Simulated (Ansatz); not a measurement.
This singlet lies 2.37 eV below the relaxed triplet at the level frozen-core CCSD(T)/cc-pVTZ // B3LYP-D3(BJ)/def2-TZVP (Ansatz, an electronic-structure program).

Species: CFGeN, SMILES `N#[C][Ge][F]` (lower singlet) (charge 0, multiplicity 1).

### Question
Give a relaxed geometry from B3LYP-D3(BJ)/def2-TZVP (Ansatz).

### Answer
the end point of this relaxation (outside a Z-matrix the atoms follow the SMILES, hydrogens last).
Cartesian coordinates (Å) in one orientation:
```xyz
4

N     -1.913    -0.234    -0.344
C     -0.842     0.047    -0.010
Ge     0.900     0.798     0.663
F      1.855    -0.611     0.230
```
